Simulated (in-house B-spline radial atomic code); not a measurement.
# Pm2+: [Kr] 4d10 4f5 5s2 (5p1/2)1 (5p3/2)4 6s1 (with a hole in an inner shell)

Method: Dirac-Hartree-Fock, average of the jj configuration, Fermi nucleus of rms radius 4.962 fm. Calculated with a radial B-spline atomic code at the basis-set limit.

Screening seen three ways: the hydrogenic charge with the same mean radius, Z_r = [3n² - l(l+1)]/(2<r>), the one with the same energy, Z_e = n√(-2ε), and Slater's rules. Values are occupation-weighted means over j. An effective charge above Z reflects the relativistic contraction of the inner shells.

```json
{"shell": "1s", "electrons": "2", "ε (eV)": "-45467", "<r> (bohr)": "0.02317", "Z_r": "64.73", "Z_e": "57.81", "Slater": "60.70"}
{"shell": "2s", "electrons": "2", "ε (eV)": "-7521", "<r> (bohr)": "0.09835", "Z_r": "61.00", "Z_e": "47.02", "Slater": "56.85"}
{"shell": "2p", "electrons": "6", "ε (eV)": "-6730.2", "<r> (bohr)": "0.08685", "Z_r": "57.57", "Z_e": "44.48", "Slater": "56.85"}
{"shell": "3s", "electrons": "2", "ε (eV)": "-1702.8", "<r> (bohr)": "0.2591", "Z_r": "52.10", "Z_e": "33.56", "Slater": "49.75"}
{"shell": "3p", "electrons": "6", "ε (eV)": "-1446.9", "<r> (bohr)": "0.2574", "Z_r": "48.56", "Z_e": "30.94", "Slater": "49.75"}
{"shell": "3d", "electrons": "10", "ε (eV)": "-1086.9", "<r> (bohr)": "0.2357", "Z_r": "44.54", "Z_e": "26.81", "Slater": "39.85"}
{"shell": "4s", "electrons": "2", "ε (eV)": "-374.96", "<r> (bohr)": "0.5931", "Z_r": "40.46", "Z_e": "21.00", "Slater": "33.25"}
{"shell": "4p", "electrons": "6", "ε (eV)": "-287.87", "<r> (bohr)": "0.6276", "Z_r": "36.65", "Z_e": "18.40", "Slater": "33.25"}
{"shell": "4d", "electrons": "10", "ε (eV)": "-159.87", "<r> (bohr)": "0.6905", "Z_r": "30.41", "Z_e": "13.71", "Slater": "21.85"}
{"shell": "5s", "electrons": "2", "ε (eV)": "-68.993", "<r> (bohr)": "1.445", "Z_r": "25.95", "Z_e": "11.26", "Slater": "11.35"}
{"shell": "5p", "electrons": "5", "ε (eV)": "-45.486", "<r> (bohr)": "1.669", "Z_r": "21.87", "Z_e": "9.14", "Slater": "11.35"}
{"shell": "4f", "electrons": "5", "ε (eV)": "-29.242", "<r> (bohr)": "0.9554", "Z_r": "18.84", "Z_e": "5.86", "Slater": "13.60"}
{"shell": "6s", "electrons": "1", "ε (eV)": "-17.552", "<r> (bohr)": "3.637", "Z_r": "14.85", "Z_e": "6.81", "Slater": "4.05"}
```

The least bound orbital is 6s1/2 at -17.55 eV, and it is also the most diffuse (<r> = 3.637 bohr).

For the 1s electron the small component carries 5.13 % of the norm, the zero-frequency Breit interaction raises the level by 129 eV, self-energy by 76.28 eV, and vacuum polarisation lowers it by 11.89 eV.
